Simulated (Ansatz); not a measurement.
`O[SiH2]SBF` + `N[Si](O)(Cl)Cl` → `O[SiH2]N[Si](O)(Cl)Cl` + `FBS`  (ligand exchange at the Si–S bond)

Calculated with Ansatz (gas phase, PBE0-D4/def2-TZVP geometries, no zero-point term in ΔE). CBS: MP2 limit from def2 TZ/QZ plus the TZ coupled-cluster correction, frozen cores. This one scheme is used for every species. One conformer a species, not always the lowest.

```tsv
species	CCSD(T)/CBS(def2) energy (Eh)
`O[SiH2]SBF`	-889.17473
`N[Si](O)(Cl)Cl`	-1340.52171
`O[SiH2]N[Si](O)(Cl)Cl`	-1706.06034
`FBS`	-523.64132
```

**Question.** Work out ΔE.

**Answer.** ΔE = (-1706.06034) + (-523.64132) − (-889.17473) − (-1340.52171) = -0.00522 Eh = -13.7 kJ/mol.

Largest T1 diagnostic among the species: 0.014.

The D4 term adds −5.4 kJ/mol with B3LYP and −3.4 kJ/mol with PBE0; it sums over pairs of atoms, weighted by their polarisabilities, and B3LYP, whose exchange is more repulsive, gets the larger term.

B3LYP here is the variant with VWN-RPA as its local correlation; programs differ in this.
